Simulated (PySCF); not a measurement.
PySCF input:

```python
from pyscf import gto, scf, mp, cc as ccmod

mol = gto.M(
    atom='''
    Si    0.07258649   -0.41862332    0.20538925
    O    -0.18230483    1.05176462   -0.29647378
    H    -0.94504931   -1.47873300   -0.25148890
    H     1.38727705   -1.07465746   -0.25217031
    ''',
    basis='cc-pvdz',
    charge=-1,
    spin=1,
    verbose=4,
)

mf = scf.UHF(mol)
mf.conv_tol = 1e-10
mf.max_cycle = 100
mf.kernel()
mo, _, stable, _ = mf.stability(return_status=True)
if not stable:
    mf.kernel(mf.make_rdm1(mo, mf.mo_occ))
mp2 = mp.MP2(mf, frozen=6).run()
cc = ccmod.CCSD(mf, frozen=6)
cc.max_cycle = 100
cc.kernel()
et = cc.ccsd_t()
print(f'E(CCSD(T)) = {cc.e_tot + et:.9f}')
```

**Question.** Predict the final energy.

**Answer.** -365.24043 Eh (CCSD(T)/cc-pVDZ).
